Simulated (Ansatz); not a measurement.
A search over several starts for the lowest SCF solution of the cluster Li2Cl2 at the given spin, in a small basis.

```yaml
crystal:
  periodic: [false, false, false]
  atoms:
    - {symbol: Li, position_ang: [-0.778810, -0.869271, -0.567610]}
    - {symbol: Li, position_ang: [0.778749, 0.869314, 0.567585]}
    - {symbol: Cl, position_ang: [0.887748, 0.200007, -1.524301]}
    - {symbol: Cl, position_ang: [-0.887697, -0.200040, 1.524337]}
basis:
  gaussian: {orbitals: def2-SVP}
magnetization: {spin_polarized: true, initial_magnetization: 0}
hamiltonian: {xc: pbe0, dispersion: d4}
output: {orbitals: {seedname: orbitals}}
```

```sh
$ ansatz run in.yaml --threads 4 --pin off --events-out ev --progress --plain --max-ram 3916MiB
```

It prints (some lines left out):

```
Functional definition: PBE0
574 factors; integrals over basis functions are off by at most 3.5e-4 eV
mean field evaluation 1: about -25442.0545 eV, gradient 1.6e1 eV
mean field evaluation 2: about -25442.5797 eV, gradient 1.4e1 eV
mean field evaluation 4: about -25443.4343 eV, gradient 2.7e-1 eV
mean field evaluation 8: about -25443.4822 eV, gradient 2.4e-3 eV
mean field -25443.48223772 eV, -935.0307260246 hartree, gradient 1.6e-5 eV, S^2 0.000000; 0 other end points of the search recorded, 0 dependent functions left out
reference -25443.48232199 eV, -935.0307291212 hartree; 20, 20 occupied and 34, 34 virtual orbitals, 574 factors
Total energy: -25443.54280446 eV, -935.0329518112 hartree
```

Hardware: 4 threads of Arm Neoverse V1 on a shared host. Wall time 0.85 s.

The structure comes from a short search, and lower isomers may exist.
